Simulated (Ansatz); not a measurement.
Input for Ansatz (a program for electronic structure): U-CCSD(T)/cc-pVTZ on GeH4O (SMILES [OH][GeH3]), a point of a bond scan (R = 2.597 Å). The run froze 15 orbitals, filled d shells among them.

Ansatz 0.2 input:
```yaml
crystal:
  periodic: [false, false, false]
  atoms:
    - {symbol: Ge, position_ang: [-0.32903929, 0.06812490, 0.07330265]}
    - {symbol: O, position_ang: [1.35705815, -0.35716009, -0.37168713]}
    - {symbol: H, position_ang: [-0.54453814, -0.15512316, 1.58391604]}
    - {symbol: H, position_ang: [-1.18632723, -0.88517582, -0.76517759]}
    - {symbol: H, position_ang: [-0.60848715, 1.54275960, -0.28108933]}
    - {symbol: H, position_ang: [3.12579194, 1.07919504, 0.87530865]}
basis:
  gaussian:
    orbitals: cc-pVTZ
correlation: {method: ccsd_t, electrons: outside_noble_gas}
scf: {omitted_lower_state_checks: [cluster_reference]}
magnetization: {spin_polarized: true, initial_magnetization: 0}
```

Program output:

```
WARN ansatz: RAYON_NUM_THREADS=1 ignored (pool sized by the plan → 1); use --threads N
Functional definition: HF
these checks for a lower state are left out or cut short: cluster_reference
integrals: 0.37 GiB planned
753 factors; integrals over basis functions are off by at most 1.4e-3 eV
mean field: 0.42 GiB planned
mean field evaluation 1: about -58559.8755 eV, gradient 3.6e1 eV
mean field evaluation 2: about -58559.8786 eV, gradient 3.6e1 eV
mean field evaluation 4: about -58567.3930 eV, gradient 4.7e0 eV
mean field evaluation 8: about -58567.9446 eV, gradient 2.3e-1 eV
mean field evaluation 16: about -58567.9412 eV, gradient 2.2e-3 eV
mean field evaluation 32: about -58572.4442 eV, gradient 3.0e0 eV
mean field evaluation 64: about -58570.6433 eV, gradient 8.1e0 eV
mean field evaluation 96: about -58572.5392 eV, gradient 2.2e-1 eV
mean field evaluation 128: about -58567.9412 eV, gradient 7.7e-3 eV
mean field -58572.56463869 eV, -2152.5020485616 hartree, gradient 2.1e-6 eV, S^2 0.996106; 8 other end points of the search recorded, 0 dependent functions left out
15 core orbitals not correlated
reference -58572.56463869 eV, -2152.5020485616 hartree; 7, 7 occupied and 107, 107 virtual orbitals, 753 factors
second order -8.53256657 eV of doubles, -0.00000000 eV of singles
coupled cluster: 0.75 GiB planned
cycle   1  -9.09424583 eV  change   -5.6e-1 eV  update   7.1e-2
cycle   2  -9.36400797 eV  change   -2.7e-1 eV  update   2.4e-2
cycle   3  -9.43000889 eV  change   -6.6e-2 eV  update   1.5e-2
cycle   4  -9.42874415 eV  change    1.3e-3 eV  update   7.0e-3
cycle   5  -9.43175611 eV  change   -3.0e-3 eV  update   3.9e-3
cycle   6  -9.43401516 eV  change   -2.3e-3 eV  update   2.0e-3
cycle   7  -9.43401075 eV  change    4.4e-6 eV  update   1.4e-3
cycle   8  -9.43464927 eV  change   -6.4e-4 eV  update   1.2e-3
cycle   9  -9.43496888 eV  change   -3.2e-4 eV  update   9.5e-4
cycle  10  -9.43484603 eV  change    1.2e-4 eV  update   6.9e-4
cycle  11  -9.43545667 eV  change   -6.1e-4 eV  update   4.1e-4
cycle  12  -9.43559391 eV  change   -1.4e-4 eV  update   2.3e-4
cycle  13  -9.43570039 eV  change   -1.1e-4 eV  update   1.3e-4
cycle  14  -9.43565782 eV  change    4.3e-5 eV  update   9.3e-5
cycle  15  -9.43559482 eV  change    6.3e-5 eV  update   6.6e-5
cycle  16  -9.43560958 eV  change   -1.5e-5 eV  update   4.0e-5
cycle  17  -9.43563607 eV  change   -2.6e-5 eV  update   2.1e-5
cycle  18  -9.43563906 eV  change   -3.0e-6 eV  update   1.1e-5
coupled cluster: 0.75 GiB planned
perturbative correction -0.27920337 eV, -0.0102605345 hartree
Total energy: -58582.27948112 eV, -2152.8590624360 hartree
Checks for a lower state left out: cluster_reference
```

Self-consistency was reached. Its determinant has ⟨S²⟩ = 1.00, a mixture of spin states.

Cost: very roughly 26 core-seconds.
